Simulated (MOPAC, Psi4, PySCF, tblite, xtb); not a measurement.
Dimer H2O ··· F4Si (SMILES O and F[Si](F)(F)F) at R = 2.78 Å between the centres of mass, closest contact 2.55 Å (lowest of the rigid-body minima from ten starts at GFN2-xTB). Geometry in Å and degrees:

```
Si
F 1 1.5671
F 1 1.5672 2 109.47
F 1 1.5674 2 109.44 3 119.97
F 1 1.5674 2 109.47 4 120.04
O 3 2.6551 1 76.33 2 -59.08
H 6 0.9627 3 73.54 1 -175.21
H 6 0.9627 7 105.25 3 110.91
```

GFN2-xTB (tblite); SAPT0/jun-cc-pVDZ, frozen core (Psi4); PBE/def2-TZVP, counterpoise-corrected (Psi4); PBE-D3(BJ)/def2-TZVP, counterpoise-corrected (Psi4); HF/aug-cc-pVDZ, counterpoise-corrected (Psi4); MP2/aug-cc-pVDZ = DF-MP2/aug-cc-pVDZ, frozen core, counterpoise-corrected (Psi4 1.11); SCS-MP2/aug-cc-pVDZ = DF-SCS-MP2/aug-cc-pVDZ, frozen core, counterpoise-corrected (Psi4); AM1, restricted, heats of formation (MOPAC); PM3, restricted, heats of formation (MOPAC); GFN1-xTB (xtb); RKS-B3LYP/6-31G* = restricted B3LYP/6-31G*, spherical d, no counterpoise correction (PySCF 2.14.0); RHF/3-21G = PySCF with restricted Hartree-Fock/3-21G, no counterpoise correction; RMP2/6-31G* = PySCF 2.14.0 with restricted MP2 (frozen core)/6-31G*, spherical d, no counterpoise correction; RKS-B3LYP/LANL2DZ = restricted B3LYP/LANL2DZ, with its core potentials past Ne, no counterpoise correction (PySCF).

### Question
What interaction energy does each level give?

### Answer

```tsv
method	E_int / kcal/mol
RHF/3-21G	-13.78
RKS-B3LYP/LANL2DZ	-7.14
GFN1-xTB	-6.39
RKS-B3LYP/6-31G*	-5.27
RMP2/6-31G*	-5.26
GFN2-xTB	-4.99
AM1	-3.30
SAPT0/jun-cc-pVDZ	-2.31
PM3	-2.22
PBE-D3(BJ)/def2-TZVP	-1.50
PBE/def2-TZVP	-0.39
MP2/aug-cc-pVDZ	-0.36
SCS-MP2/aug-cc-pVDZ	0.26
HF/aug-cc-pVDZ	0.64
```
